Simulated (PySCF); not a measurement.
# input.py for GaO⁺

Input:

```python
from pyscf import gto, scf, cc

mol = gto.M(
    atom='Ga 0 0 0; O 0 0 1.905',
    basis='lanl2dz',
    ecp={'Ga': 'lanl2dz'},
    charge=1,
    spin=2,
    verbose=4,
)
mf = scf.UHF(mol)
mf.kernel()
mycc = cc.CCSD(mf, frozen=1)
mycc.kernel()
mf.dip_moment()
print('orbital energies (hartree):', [e[max(0, n-3):n+3].round(4) for e, n in zip(mf.mo_energy, mol.nelec)])
```

```bash
$ OMP_NUM_THREADS=1 python input.py
```

Output (some set-up lines and the per-cycle HOMO/LUMO lines with their warnings removed):

```
PySCF version 2.14.0

[INPUT] Symbol           X                Y                Z      unit          X                Y                Z       unit  Magmom
[INPUT]  1 Ga     0.000000000000   0.000000000000   0.000000000000 AA    0.000000000000   0.000000000000   0.000000000000 Bohr   0.0
[INPUT]  2 O      0.000000000000   0.000000000000   1.905000000000 AA    0.000000000000   0.000000000000   3.599928267296 Bohr   0.0

nuclear repulsion = 6.66679950765354
number of shells = 9
number of NR pGTOs = 37
number of NR cGTOs = 17
basis = lanl2dz
ecp = {'Ga': 'lanl2dz'}

******** <class 'pyscf.scf.uhf.UHF'> ********
method = UHF
initial guess = minao
damping factor = 0
level_shift factor = 0
DIIS = <class 'pyscf.scf.diis.CDIIS'>
SCF conv_tol = 1e-09
SCF max_cycles = 50
number electrons alpha = 6  beta = 4
init E= -66.4447128324045

cycle= 1 E= -76.4169182309175  delta_E= -9.97  |g|= 0.265  |ddm|=  1.8
cycle= 2 E= -76.4671691697371  delta_E= -0.0503  |g|= 0.18  |ddm|= 0.483
cycle= 3 E= -76.4837779523226  delta_E= -0.0166  |g|= 0.0537  |ddm|= 0.139
cycle= 4 E= -76.4910700219719  delta_E= -0.00729  |g|= 0.0395  |ddm|= 0.123
cycle= 5 E= -76.4978794206432  delta_E= -0.00681  |g|= 0.0258  |ddm|= 0.149
cycle= 6 E= -76.5028611352157  delta_E= -0.00498  |g|= 0.013  |ddm|= 0.182
cycle= 7 E= -76.5039200250993  delta_E= -0.00106  |g|= 0.00556  |ddm|= 0.086
cycle= 8 E= -76.5040845470552  delta_E= -0.000165  |g|= 0.00372  |ddm|= 0.0617
cycle= 9 E= -76.5041007314805  delta_E= -1.62e-05  |g|= 0.00163  |ddm|= 0.0223
cycle= 10 E= -76.5041096752881  delta_E= -8.94e-06  |g|= 0.000327  |ddm|= 0.0111
cycle= 11 E= -76.5041098405059  delta_E= -1.65e-07  |g|= 7.66e-05  |ddm|= 0.00127
cycle= 12 E= -76.5041098531781  delta_E= -1.27e-08  |g|= 1.86e-05  |ddm|= 0.000271
cycle= 13 E= -76.5041098538167  delta_E= -6.39e-10  |g|= 3.66e-06  |ddm|= 5.93e-05
Extra cycle  E= -76.5041098538321  delta_E= -1.53e-11  |g|= 1.73e-06  |ddm|= 4.87e-06
converged SCF energy = -76.5041098538321  <S^2> = 2.0800544  2S+1 = 3.0529031

******** <class 'pyscf.cc.uccsd.UCCSD'> ********
CC2 = 0
CCSD nocc = (np.int64(5), np.int64(3)), nmo = (16, 16)
frozen orbitals 1
max_cycle = 50
direct = 0
conv_tol = 1e-07
conv_tol_normt = 1e-06
Init t2, MP2 energy = -0.0806250196741012
Init E_corr(UCCSD) = -0.0806250196775366
cycle = 1  E_corr(UCCSD) = -0.0911342823705386  dE = -0.0105092627  norm(t1,t2) = 0.0795876
cycle = 2  E_corr(UCCSD) = -0.0975178890834045  dE = -0.00638360671  norm(t1,t2) = 0.0415765
cycle = 3  E_corr(UCCSD) = -0.10333463516395  dE = -0.00581674608  norm(t1,t2) = 0.0280521
cycle = 4  E_corr(UCCSD) = -0.104896640430737  dE = -0.00156200527  norm(t1,t2) = 0.0135687
cycle = 5  E_corr(UCCSD) = -0.105281473942728  dE = -0.000384833512  norm(t1,t2) = 0.00936171
cycle = 6  E_corr(UCCSD) = -0.105751504288228  dE = -0.000470030346  norm(t1,t2) = 0.00385823
cycle = 7  E_corr(UCCSD) = -0.105662439423118  dE = 8.90648651e-05  norm(t1,t2) = 0.000849299
cycle = 8  E_corr(UCCSD) = -0.105662011848365  dE = 4.27574753e-07  norm(t1,t2) = 0.000308136
cycle = 9  E_corr(UCCSD) = -0.105659106482013  dE = 2.90536635e-06  norm(t1,t2) = 0.000139143
cycle = 10  E_corr(UCCSD) = -0.105661119235102  dE = -2.01275309e-06  norm(t1,t2) = 5.64178e-05
cycle = 11  E_corr(UCCSD) = -0.105659974735702  dE = 1.1444994e-06  norm(t1,t2) = 3.08433e-05
cycle = 12  E_corr(UCCSD) = -0.105658894364829  dE = 1.08037087e-06  norm(t1,t2) = 1.18905e-05
cycle = 13  E_corr(UCCSD) = -0.105658697869643  dE = 1.96495187e-07  norm(t1,t2) = 6.43851e-06
cycle = 14  E_corr(UCCSD) = -0.105658924558876  dE = -2.26689233e-07  norm(t1,t2) = 3.74253e-06
cycle = 15  E_corr(UCCSD) = -0.105659198271202  dE = -2.73712326e-07  norm(t1,t2) = 1.81372e-06
cycle = 16  E_corr(UCCSD) = -0.105659245716603  dE = -4.74454008e-08  norm(t1,t2) = 7.47215e-07
UCCSD converged
E(UCCSD) = -76.6097690995487  E_corr = -0.1056592457166031

WARN: System has nonzero charge 1; the dipole moment is origin-dependent.
Location of origin: [0. 0. 0.]

Dipole moment(X, Y, Z, Debye):  0.00000,  0.00000, -0.03882
orbital energies (hartree): [array([-0.9602, -0.8734, -0.6766, -0.2083, -0.2025, -0.1152]), array([-1.3989, -0.7776, -0.6932, -0.2703, -0.2408, -0.1849])]
```

In short: E(SCF) = -76.504110 Eh, 13 cycles, E(CCSD) − E(SCF) = -0.10566 Eh, ⟨S²⟩ = 2.080.

It ran on Arm Neoverse V2 (1 thread, shared host) in 0.72 s.

The bond length is a typed value, not an optimised one. The dipole of an ion depends on the origin. No search for the lowest solution was made.
